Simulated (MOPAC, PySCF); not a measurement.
C₉H₇BFN, SMILES `Bc1cc2cccnc2cc1F`, neutral singlet in the gas phase. 

Cartesian coordinates (Å):
```xyz
19

B     -3.3709     0.5151     0.4745
C     -1.9408     0.0460     0.1433
C     -0.8425     0.8364     0.4868
C      0.4901     0.4531     0.2055
C      1.6188     1.2442     0.5471
C      2.8780     0.7874     0.2326
C      2.9986    -0.4659    -0.4261
N      1.9815    -1.2298    -0.7607
C      0.7276    -0.7978    -0.4592
C     -0.3807    -1.6120    -0.8144
C     -1.6525    -1.1895    -0.5168
F     -2.6791    -1.9736    -0.8613
H     -4.3388    -0.1396     0.1919
H     -3.5097     1.5747     1.0350
H     -1.0181     1.7895     0.9931
H      1.4702     2.2017     1.0535
H      3.7731     1.3625     0.4766
H      3.9974    -0.8410    -0.6825
H     -0.2020    -2.5615    -1.3189
```
Charge 0, multiplicity 1.

All levels are single points at this geometry (B3LYP-D3(BJ)/def2-SVP); Pople sets use spherical d functions. Orbital energies aren't observables, and empty levels follow the basis.

```tsv
level	HOMO (eV)	LUMO (eV)	gap (eV)	dipole (D)	vertical IE, Delta-SCF (eV)
B3LYP-D3(BJ)/def2-TZVP in PySCF	-6.91	-2.74	4.17	3.50	8.70
B3LYP/3-21G in PySCF	-6.71	-2.48	4.23	3.40	–
B3LYP/6-311+G** in PySCF	-6.97	-2.79	4.19	3.69	–
HF/3-21G in PySCF	-8.87	1.01	9.87	4.22	–
HF/STO-3G in PySCF	-6.75	4.14	10.89	2.71	–
PM3 in MOPAC	-9.55	-1.48	8.07	3.70	–
```
